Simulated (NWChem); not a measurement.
System: InH3; SMILES [InH3]

Input file for NWChem:

```
start job
memory heap 200 mb stack 900 mb global 1100 mb
geometry units angstroms noautosym nocenter noautoz
  In     0.000000     0.000000     0.000000
  H      1.233959     1.233959     0.000000
  H      0.451660    -1.685620     0.000000
  H     -1.685620     0.451660     0.000000
end
basis spherical
  * library def2-svpd
end
ecp
  In library def2-ecp
end
dft
  xc xpbe96 cpbe96
  iterations 150
end
property
  response 1 0.0
end
task dft property
```

NWChem printed, in part:

```
             Northwest Computational Chemistry Package (NWChem) 7.3.0
             --------------------------------------------------------

                             Geometry "geometry" -> ""
                             -------------------------

 Output coordinates in angstroms (scale by  1.889725989 to convert to a.u.)

  No.       Tag          Charge          X              Y              Z
 ---- ---------------- ---------- -------------- -------------- --------------
    1 In                  49.0000     0.00000000     0.00000000     0.00000000
    2 H                    1.0000     1.23395900     1.23395900     0.00000000
    3 H                    1.0000     0.45166000    -1.68562000     0.00000000
    4 H                    1.0000    -1.68562000     0.45166000     0.00000000

 Effective nuclear repulsion energy (a.u.)      45.1013884493

                                 NWChem DFT Module
                                 -----------------

 Summary of "ao basis" -> "ao basis" (spherical)
 ------------------------------------------------------------------------------
       Tag                 Description            Shells   Functions and Types
 ---------------- ------------------------------  ------  ---------------------
 In                        def2-svpd                12       32   5s4p3d
 H                         def2-svpd                 4        8   2s2p

            General Information
            -------------------
          SCF calculation type: DFT
          Wavefunction type:  closed shell.
          No. of atoms     :     4
          No. of electrons :    24
           Alpha electrons :    12
            Beta electrons :    12
          Charge           :     0
          Spin multiplicity:     1
          Use of symmetry is: off; symmetry adaption is: off
          Maximum number of iterations: 150
          AO basis - number of functions:    56
                     number of shells:    24
          Convergence on energy requested:  1.00D-06
          Convergence on density requested:  1.00D-05
          Convergence on gradient requested:  5.00D-04

              XC Information
              --------------
          PerdewBurkeErnzerhof Exchange Functional  1.000
            Perdew 1991 LDA Correlation Functional  1.000 local
           PerdewBurkeErnz. Correlation Functional  1.000 non-local

             Grid Information
             ----------------
          Grid used for XC integration:  medium
          Radial quadrature: Mura-Knowles
          Angular quadrature: Lebedev.
          Tag              B.-S. Rad. Rad. Pts. Rad. Cut. Ang. Pts.
          ---              ---------- --------- --------- ---------
          In                  1.55      123          10.0       590
          H                   0.35       45          10.0       434
          Grid pruning is: on
          Number of quadrature shells:   258
          Spatial weights used:  Erf1

      Superposition of Atomic Density Guess
      -------------------------------------

 Sum of atomic energies:        -219.54655510

      Non-variational initial energy
      ------------------------------

 Total energy =    -190.689159
 1-e energy   =    -375.203616
 2-e energy   =     164.885162
 HOMO         =      -0.328594
 LUMO         =      -0.021058

   convergence    iter        energy       DeltaE   RMS-Dens  Diis-err
 ---------------- ----- ----------------- --------- --------- ---------
 d= 0,ls=0.0,diis     1   -191.8543056204 -2.11D+02  1.64D-02  6.46D-02
 d= 0,ls=0.0,diis     2   -191.8685626511 -1.43D-02  4.29D-03  9.65D-03
 d= 0,ls=0.0,diis     3   -191.8705599851 -2.00D-03  1.55D-03  3.69D-03
 d= 0,ls=0.0,diis     4   -191.8710859874 -5.26D-04  1.43D-04  1.10D-04
 d= 0,ls=0.0,diis     5   -191.8710941025 -8.12D-06  1.67D-05  3.88D-07
 d= 0,ls=0.0,diis     6   -191.8710942072 -1.05D-07  1.22D-06  4.36D-09

         Total DFT energy =     -191.871094207218
      One electron energy =     -375.357547033919
           Coulomb energy =      181.586298324078
    Exchange-Corr. energy =      -17.729140950109
 Nuclear repulsion energy =       19.629295452731

 Numeric. integr. density =       24.000017310045

                       DFT Final Molecular Orbital Analysis
                       ------------------------------------

 Vector   10  Occ=2.000000D+00  E=-3.897255D-01
              MO Center= -3.7D-07, -3.7D-07,  2.3D-09, r^2= 2.5D+00
   Bfn.  Coefficient  Atom+Function         Bfn.  Coefficient  Atom+Function
  ----- ------------  ---------------      ----- ------------  ---------------
     3      0.721727  1 In s                  1     -0.423868  1 In s
     4      0.221232  1 In s                 33      0.179040  2 H  s
    41      0.179040  3 H  s                 49      0.179040  4 H  s
     2      0.093551  1 In s                 20      0.086300  1 In d  0
    34      0.042769  2 H  s                 42      0.042769  3 H  s

 Vector   11  Occ=2.000000D+00  E=-2.569518D-01
              MO Center=  4.3D-01,  4.3D-01,  2.5D-10, r^2= 3.2D+00
   Bfn.  Coefficient  Atom+Function         Bfn.  Coefficient  Atom+Function
  ----- ------------  ---------------      ----- ------------  ---------------
    33      0.368368  2 H  s                 12      0.280287  1 In px
    13      0.280311  1 In py                41     -0.184198  3 H  s
    49     -0.184171  4 H  s                 34      0.175806  2 H  s
    18     -0.158338  1 In d -2              15      0.094703  1 In px
    16      0.094711  1 In py                42     -0.087907  3 H  s

 Vector   12  Occ=2.000000D+00  E=-2.569516D-01
              MO Center= -4.3D-01, -4.3D-01, -2.5D-10, r^2= 3.2D+00
   Bfn.  Coefficient  Atom+Function         Bfn.  Coefficient  Atom+Function
  ----- ------------  ---------------      ----- ------------  ---------------
    41      0.319008  3 H  s                 49     -0.319024  4 H  s
    12      0.280311  1 In px                13     -0.280287  1 In py
    22      0.158338  1 In d  2              42      0.152248  3 H  s
    50     -0.152256  4 H  s                 15      0.094711  1 In px
    16     -0.094703  1 In py                 9     -0.084149  1 In px

 Vector   13  Occ=0.000000D+00  E=-9.825073D-02
              MO Center=  3.8D-07,  3.8D-07,  3.8D-08, r^2= 4.1D+00
   Bfn.  Coefficient  Atom+Function         Bfn.  Coefficient  Atom+Function
  ----- ------------  ---------------      ----- ------------  ---------------
    14      0.566775  1 In pz                17      0.510303  1 In pz
    11     -0.156027  1 In pz                 8     -0.143705  1 In pz
    40      0.030062  2 H  pz                48      0.030062  3 H  pz
    56      0.030062  4 H  pz

 Vector   14  Occ=0.000000D+00  E=-2.865353D-02
              MO Center= -2.5D-06, -2.5D-06, -9.0D-09, r^2= 6.6D+00
   Bfn.  Coefficient  Atom+Function         Bfn.  Coefficient  Atom+Function
  ----- ------------  ---------------      ----- ------------  ---------------
     4      1.135219  1 In s                  5     -0.767949  1 In s
     3      0.578898  1 In s                 34     -0.392240  2 H  s
    42     -0.392239  3 H  s                 50     -0.392239  4 H  s
     1     -0.324077  1 In s                 30      0.223242  1 In d  0
    33     -0.206150  2 H  s                 41     -0.206150  3 H  s

 Vector   15  Occ=0.000000D+00  E= 9.568656D-03
              MO Center=  6.1D-06,  6.1D-06, -1.5D-08, r^2= 1.3D+01
   Bfn.  Coefficient  Atom+Function         Bfn.  Coefficient  Atom+Function
  ----- ------------  ---------------      ----- ------------  ---------------
     5      1.795458  1 In s                  4     -1.145442  1 In s
    30      0.223495  1 In d  0              33     -0.139638  2 H  s
    41     -0.139636  3 H  s                 49     -0.139636  4 H  s
    20     -0.109083  1 In d  0              47      0.105939  3 H  py
    54      0.105939  4 H  px                25      0.105172  1 In d  0

     Multipole analysis of the density
     ---------------------------------

     L   x y z        total         alpha         beta         nuclear
     -   - - -        -----         -----         ----         -------
     0   0 0 0      0.000000    -12.000000    -12.000000     24.000000

     1   1 0 0      0.000000      0.000001      0.000001     -0.000002
     1   0 1 0      0.000000      0.000001      0.000001     -0.000002
     1   0 0 1     -0.000000     -0.000000     -0.000000      0.000000

     2   2 0 0    -21.883059    -19.097781    -19.097781     16.312502
     2   1 1 0     -0.000003     -0.000002     -0.000002      0.000002
     2   1 0 1     -0.000000     -0.000000     -0.000000      0.000000
     2   0 2 0    -21.883059    -19.097781    -19.097781     16.312502
     2   0 1 1     -0.000000     -0.000000     -0.000000      0.000000
     2   0 0 2    -16.875430     -8.437715     -8.437715      0.000000

 *** CALLING NEW AORESP DRIVER FOR CLOSED AND OPEN SHELLS ***
 Entering AOResponse driver routine

--------------------------------------------------------------------------------

          -----------------------------------------------
          Solving response equations for perturbing field
          -----------------------------------------------

 number of frequencies:     1
 frequency in a.u.:  0.0000000E+00
 Perturbing field: electric
 Using El. Dipole Length Gauge

 Setting up CPKS with frequency omega =      0.00000000 a.u.

 STATIC response

                                NWChem CPHF Module
                                ------------------

  scftype          =     RHF
  nclosed          =       12
  nopen            =        0
  variables        =      528
  # of vectors     =        3
  tolerance        = 0.10D-03
  level shift      = 0.00D+00
  max iterations   =       50
  max subspace     =       30

 SCF residual:    3.7138283095426762E-006

Iterative solution of linear equations
  No. of variables      528
  No. of equations        3
  Maximum subspace       30
        Iterations       50
       Convergence  1.0D-04

   iter   nsub   residual    time
   ----  ------  --------  ---------
     1      3    4.12D+00       4.9
     2      6    7.21D-01       6.0
     3      9    3.63D-02       7.1
     4     12    4.10D-03       8.1
     5     15    1.88D-04       9.2
     6     18    3.97D-06      10.3

 Electric Dipole Response Matrix (nonzero elements):

              1        2        3
    1   49.2007  -0.0000   0.0000
    2   -0.0000  49.2007  -0.0000
    3    0.0000  -0.0000  32.7091

 ------------------------------------------
 average:        43.70351 + I       0.00000

 DFT Linear Response polarizability / au
 Frequency  =       0.0000000 / au
              X              Y              Z
 -----------------------------------------------
 X      49.2007305     -0.0000170      0.0000000
 Y      -0.0000170     49.2007305     -0.0000000
 Z       0.0000000     -0.0000000     32.7090835
 -----------------------------------------------
 Eigenvalues =      49.2007475     49.2007135     32.7090835
 Isotropic   =      43.7035148
 Anisotropic =      16.4916469
 -----------------------------------------------

 Magnetic Dipole Response Matrix (nonzero elements):

 Exiting AOResponse driver routine
```

Level: PBE/def2-SVPD with def2 effective core potentials on In. Structure relaxed at the PBE-D3(BJ)/def2-SVP level. def2 effective core potentials on In; no spin-orbit coupling.
